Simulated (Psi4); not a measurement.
F2Sr, charge -1, doublet, geometry from GFN2-xTB (such geometries of metal compounds can be far from the true shape) (a state made from the parent by changing its charge; the spin is typed, not shown lowest) (core potentials on Sr) (a gas-phase anion, which may not be bound at this level); B3LYP/def2-TZVPD in Psi4 1.11.

Psi4 was given this input:
```
memory 2 GB

molecule {
-1 2
Sr   -0.07458081   -0.01717285   -0.00668094
F    -0.06832655    1.51030383   -1.25445591
F     0.38322329   -1.43779623    1.28266431
}

set {
  basis def2-tzvpd
  reference uks
  s_tolerance 1e-3
  s_orthogonalization canonical
}

energy('b3lyp')
print_variables()
```

It wrote (shortened):

```
   => Loading Basis Set <=

    Name: DEF2-TZVPD
    Role: ORBITAL
    Keyword: BASIS

    !!!  WARNING: ECP capability is in beta. Please check occupations closely.  !!!

         ---------------------------------------------------------
                                   SCF
               by Justin Turney, Rob Parrish, Andy Simmonett
                          and Daniel G. A. Smith
                              UKS Reference
         ---------------------------------------------------------

  ==> Geometry <==

    Molecular point group: cs
    Full point group: Cs

    Geometry (in Angstrom), charge = -1, multiplicity = 2:

       Center              X                  Y                   Z               Mass
    ------------   -----------------  -----------------  -----------------  -----------------
         SR          -0.008508439847     0.071627465189     0.000000000000    87.905612500000
         F            1.963831686355     0.065230118494     0.000000000000    18.998403162730
         F           -1.924463134707    -0.396650403942     0.000000000000    18.998403162730

  Running in cs symmetry.

  Rotational constants: A =     11.12368  B =      0.11575  C =      0.11455 [cm^-1]
  Rotational constants: A = 333479.54187  B =   3469.97594  C =   3434.24140 [MHz]
  Nuclear repulsion =   59.240323856885006

  Charge       = -1
  Multiplicity = 2
  Electrons    = 29
  Nalpha       = 15
  Nbeta        = 14

  ==> Algorithm <==

  SCF Algorithm Type is DF.
  DIIS enabled.
  MOM disabled.
  Fractional occupation disabled.
  Guess Type is SAD.
  Energy threshold   = 1.00e-06
  Density threshold  = 1.00e-06
  Integral threshold = 1.00e-12

  ==> Primary Basis <==

  Basis Set: DEF2-TZVPD
    Blend: DEF2-TZVPD
    Number of shells: 41
    Number of basis functions: 113
    Number of Cartesian functions: 128
    Spherical Harmonics?: true
    Max angular momentum: 3

  Core potential: DEF2-TZVPD
    Number of shells: 4
    Number of ECP primitives: 10
    Number of ECP core electrons: 28
    Max angular momentum: 3

  ==> DFT Potential <==

   => LibXC <=

    Version 7.1.2
    S. Lehtola, C. Steigemann, M. J. T. Oliveira, and M. A. L. Marques,  SoftwareX 7, 1–5 (2018) (10.1016/j.softx.2017.11.002)

   => Composite Functional: B3LYP <=

    B3LYP Hyb-GGA Exchange-Correlation Functional

    P. J. Stephens, F. J. Devlin, C. F. Chabalowski, and M. J. Frisch,  J. Phys. Chem. 98, 11623 (1994) (10.1021/j100096a001)

    Deriv               =              1
    GGA                 =           TRUE
    Meta                =          FALSE

    Exchange Hybrid     =           TRUE
    MP2 Hybrid          =          FALSE

   => Exchange Functionals <=

    0.0800   Slater exchange
    0.7200         Becke 88

   => Exact (HF) Exchange <=

    0.2000               HF

   => Correlation Functionals <=

    0.1900   Vosko, Wilk & Nusair (VWN5_RPA)
    0.8100   Lee, Yang & Parr

   => LibXC Density Thresholds  <==

    XC_HYB_GGA_XC_B3LYP:  1.00E-15

   => Molecular Quadrature <=

    Radial Scheme          =       TREUTLER
    Pruning Scheme         =           NONE
    Nuclear Scheme         =       TREUTLER

    Blocking Scheme        =         OCTREE
    BS radius alpha        =              1
    Pruning alpha          =              1
    Radial Points          =             75
    Spherical Points       =            302
    Total Points           =          65408
    Total Blocks           =            565
    Max Points             =            256
    Max Functions          =            106
    Weights Tolerance      =       1.00E-15

   => Loading Basis Set <=

    Name: (DEF2-TZVPD AUX)
    Role: JKFIT
    Keyword: DF_BASIS_SCF

  ==> Integral Setup <==

  SCF_SUBTYPE=INCORE selected. In-core MEM_DF algorithm will be used.
  Using in-core AOs.

  ==> MemDFJK: Density-Fitted J/K Matrices <==

    J tasked:                   Yes
    K tasked:                   Yes
    wK tasked:                   No
[...]
     A"        36      36
   -------------------------
    Total     113     113
   -------------------------

  ==> Iterations <==

                           Total Energy        Delta E     RMS |[F,P]|

   @DF-UKS iter SAD:  -230.05356470223524   -2.30054e+02   0.00000e+00
    Occupation by irrep:
             Ap   App
    DOCC [    11,    3 ]
    SOCC [     0,    1 ]
    NA   [    11,    4 ]
    NB   [    11,    3 ]

   @DF-UKS iter   1:  -230.32850641117594   -2.74942e-01   1.10885e-02 DIIS/ADIIS
    Occupation by irrep:
             Ap   App
    DOCC [    11,    3 ]
    SOCC [     1,    0 ]
    NA   [    12,    3 ]
    NB   [    11,    3 ]

   @DF-UKS iter   2:  -225.96652290143976    4.36198e+00   3.69277e-02 DIIS/ADIIS
   @DF-UKS iter   3:  -230.62207275732834   -4.65555e+00   3.05864e-03 DIIS/ADIIS
   @DF-UKS iter   4:  -230.63777021378414   -1.56975e-02   5.06288e-04 DIIS/ADIIS
   @DF-UKS iter   5:  -230.63852942849235   -7.59215e-04   1.36166e-04 DIIS/ADIIS
   @DF-UKS iter   6:  -230.63861011627876   -8.06878e-05   3.47407e-05 DIIS
   @DF-UKS iter   7:  -230.63862022471318   -1.01084e-05   6.36184e-06 DIIS
   @DF-UKS iter   8:  -230.63862071103031   -4.86317e-07   1.36764e-06 DIIS
   @DF-UKS iter   9:  -230.63862074104486   -3.00145e-08   4.37507e-07 DIIS
  Energy and wave function converged.

  ==> Post-Iterations <==

   Electrons on quadrature grid:
      Nalpha   =   14.9999993436 ; deviation = -6.564e-07
      Nbeta    =   13.9999994782 ; deviation = -5.218e-07
      Ntotal   =   28.9999988217 ; deviation = -1.178e-06

   @Spin Contamination Metric:   8.164618392E-05
   @S^2 Expected:                7.500000000E-01
   @S^2 Observed:                7.500816462E-01
   @S   Expected:                5.000000000E-01
   @S   Observed:                5.000000000E-01

    Orbital Energies [Eh]
    ---------------------

    Alpha Occupied:

[...]
    Alpha Virtual:

[...]
    Beta Occupied:

[...]
    Beta Virtual:

[...]
    Final Occupation by Irrep:
             Ap   App
    DOCC [    11,    3 ]
    SOCC [     1,    0 ]
    NA   [    12,    3 ]
    NB   [    11,    3 ]

  @DF-UKS Final Energy:  -230.63862074104486

   => Energetics <=

    Nuclear Repulsion Energy =             59.2403238568850057
    One-Electron Energy =                -455.2527124328756827
    Two-Electron Energy =                 186.1545798387011530
    DFT Exchange-Correlation Energy =     -20.7808120037553721
    Empirical Dispersion Energy =           0.0000000000000000
    VV10 Nonlocal Energy =                  0.0000000000000000
    Total Energy =                       -230.6386207410448606

  UHF NO Occupations:
  HONO-2 :   11 Ap 1.9999856
  HONO-1 :    3App 1.9999830
  HONO-0 :   12 Ap 1.0000000
  LUNO+0 :    4App 0.0000170
  LUNO+1 :   13 Ap 0.0000144
  LUNO+2 :   14 Ap 0.0000021
  LUNO+3 :   15 Ap 0.0000016

Computation Completed

Properties will be evaluated at   0.000000,   0.000000,   0.000000 [a0]

Properties computed using the SCF density matrix

 Multipole Moments:

 ------------------------------------------------------------------------------------
     Multipole            Electronic (a.u.)      Nuclear  (a.u.)        Total (a.u.)
 ------------------------------------------------------------------------------------

 L = 1.  Multiply by 2.5417464519 to convert [e a0] to [Debye]
 Dipole X            :         -0.4378179            0.5087758            0.0709579
 Dipole Y            :          3.6859724           -4.2830792           -0.5971069
 Dipole Z            :          0.0000000            0.0000000            0.0000000
 Magnitude           :                                                    0.6013083

 ------------------------------------------------------------------------------------

  Variable Map:
  ----------------------------------------------------------------------------
[...]
  Array Variable Map:
  ----------------------------------------------------------------------------
[...]
[...]
```
